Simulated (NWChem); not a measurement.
SiHOBr, singlet; SMILES O[Si]Br

```xyz
4

Si     0.6796     1.1598     0.0000
Br    -0.0668    -0.9944     0.0000
O     -0.8082     1.9550     0.0000
H     -0.7090     2.9278     0.0000
```
Atoms are numbered in this order, from 1.

All runs: NWChem. Low-valent species are run as closed-shell singlets; no triplet was tried in these runs. The geometry was optimised at PBE-D3(BJ)/def2-SVP. Hybrids' shares of exact exchange are those that their runs print; pure functionals count as 0. The functionals differ in more than this share.

```
row                                    share of exact exchange  orbital gap (eV)
-------------------------------------  -----------------------  ----------------
PBE/def2-TZVP                                             0.00              3.22
LDA (Slater exchange, VWN5)/def2-TZVP                     0.00              3.19
B3LYP/def2-TZVP                                           0.20              4.74
B3PW91/def2-TZVP                                          0.20              4.75
PBE0/def2-TZVP                                            0.25              5.10
PW6B95/def2-TZVP                                          0.28              5.25
BHandHLYP/def2-TZVP                                       0.50          withheld
```

**Question.** Fit a straight line of the last column on the one before it, predict the withheld value, and compare with the run.

**Answer.** 
1. Means of the 6 shown rows: x = 0.155, y = 4.375. Slope Σ(x − x̄)(y − ȳ)/Σ(x − x̄)² = 0.5743/0.07675 = 7.482; intercept 3.215.
2. The shown rows scatter about the line by 0.034 (root mean square); the largest residual is -0.06, at PW6B95/def2-TZVP.
3. At x = 0.50 (BHandHLYP/def2-TZVP; beyond the shown range) the line gives 6.96.
4. The run gives 6.99, +0.03 from the line, 0.9 times the scatter.
